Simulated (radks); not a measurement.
Exchange energies: the exact (Fock) value of the Kohn-Sham orbitals and density-functional approximations, as 100 (|E| - |E exact|)/|E exact|, negative where the magnitude is too small. Species: Cu [Ar] 3d10 4s1; Te42+ [Ne]. All-electron calculation, non-relativistic Kohn-Sham, exchange-only B88, spin-polarised, spherical densities, point nucleus. Program: a radial shooting solver on a logarithmic mesh with Libxc functionals. Every spin shell is full or empty, so the densities are truly spherical. Functionals are evaluated on that one density, not self-consistently.

functional             Cu     Te42+
exact (hartree)  -65.5031  -85.6980
LDA                 -5.61     -8.13
B88                 +0.57     -0.38
PBE                 +0.08     -1.04
SOGGA               -2.27     -3.86
B86b                +0.60     -0.43
G96                 +0.78     -0.10
revTPSS             -0.27     -0.93
SCAN                +0.60     +0.25
